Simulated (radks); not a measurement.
Problem. Te2+, configuration [Kr] 4d10 5s2 5p2 (the NIST ground configuration). Method: scalar-relativistic Kohn-Sham, PBE, spin-polarised, spherical densities, point nucleus; open shells are filled with parallel spins first (spin-orbit coupling, left out, can overturn this in heavy ions); hard spherical wall at 4 bohr; computed with a radial shooting solver on a logarithmic mesh with Libxc functionals. Some entries of the table are withheld. Estimate them.

| orbital | occ. | eigenvalue (eV) | r(max) (bohr) |
|---|---|---|---|
| 1s up | 1 | -31646.15 | 0.01794 |
| 1s down | 1 | -31646.07 | 0.01794 |
| 2s up | 1 | -4867.150 | 0.1013 |
| 2s down | 1 | -4867.116 | 0.1013 |
| 2p up | 3 | -4370.820 | 0.08123 |
| 2p down | 3 | -4370.754 | 0.08123 |
| 3s up | 1 | -982.0650 | 0.2926 |
| 3s down | 1 | -981.9944 | 0.2926 |
| 3p up | 3 | -820.7444 | 0.2863 |
| 3p down | 3 | -820.6636 | 0.2863 |
| 3d up | 5 | -576.8813 | 0.2379 |
| 3d down | 5 | -576.8050 | 0.2379 |
| 4s up | 1 | -181.2865 | 0.7010 |
| 4s down | 1 | -181.1135 | 0.7012 |
| 4p up | 3 | -131.3193 | 0.7380 |
| 4p down | 3 | -131.1352 | 0.7382 |
| 4d up | 5 | -58.6381 | 0.8111 |
| 4d down | 5 | -58.3053 | 0.8108 |
| 5s up | 1 | -31.3435 | 1.763 |
| 5s down | 1 | -29.4212 | 1.742 |
| 5p up | 2 | (1) | (2) |
| 5p down | 0 | (3) | (4) |
| 5d up | 0 | -3.0252 | (5) |
| 5d down | 0 | -1.0378 | (6) |
| 4f up | 0 | 2.7323 | 2.080 |
| 4f down | 0 | 4.3908 | 2.012 |
| 6s up | 0 | 10.3300 | 2.976 |
| 6s down | 0 | 11.5812 | 2.979 |

Solution. 
(1) 5p up eigenvalue (eV): -20.0675
(2) 5p up r(max) (bohr): 2.001
(3) 5p down eigenvalue (eV): -18.0042
(4) 5p down r(max) (bohr): 1.988
(5) 5d up r(max) (bohr): 2.423
(6) 5d down r(max) (bohr): 2.438
